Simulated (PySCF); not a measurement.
# Bond lengths and vibrations by method: AlBClH2N

Calculated results; nothing here was measured. The program is PySCF 2.14.0, an open-source quantum chemistry code, run on an isolated molecule that a program drew, which may never have been made. The molecule is AlBClH2N (charge 0, singlet), drawn as the SMILES string `B=[N][AlH][Cl]`.

The geometry was optimised and harmonic frequencies were computed with HF and MP2, all in the cc-pV(D+d)Z basis, for the commonest isotopes, with a restricted reference for singlets and an unrestricted one otherwise, and a frozen core in MP2. Each result is a local minimum of its method.

Geometry at the HF minimum:
```xyz
6
AlBClH2N, angstrom
B    -1.2079   -1.4875   -1.2561
N    -0.5250   -0.5975   -0.7091
Al    0.4335    0.6476    0.0737
Cl    0.7115    0.5717    2.1679
H    -1.8488   -2.3224   -1.7721
H     1.1028    1.8265   -0.7002
```

Lengths of the bonds as drawn, in Å (atoms numbered as above):
```
bond,HF,MP2
B1-N2,1.248,1.275
N2-Al3,1.755,1.782
Al3-Cl4,2.114,2.105
B1-H5,1.172,1.181
Al3-H6,1.561,1.562
```

Rotational constants, in GHz:
```
constant,HF,MP2
A,15.56,15.54
B,2.158,2.123
C,1.895,1.868
```

Harmonic frequencies in cm^-1, each column in rising order, so a row needn't be the same motion in every method:
```
rank,HF,MP2
1,101,92
2,153,131
3,259,241
4,509,493
5,517,512
6,700,658
7,753,714
8,832,727
9,838,737
10,1946,?
11,2066,2039
12,2985,2902
```

**Estimate the missing MP2 frequency from the HF column.**

A single factor s that minimises the squared misfit of MP2 against s times HF over the other rows is sum(HF x MP2) / sum(HF^2) = 0.9659, with an rms misfit of 36 cm^-1. For rank 10 it gives 0.9659 x 1946 = 1880 cm^-1. The calculation gives 1808 cm^-1, 72 cm^-1 below the estimate. The drawn bonds are on average 0.8 % longer in MP2 than in HF.
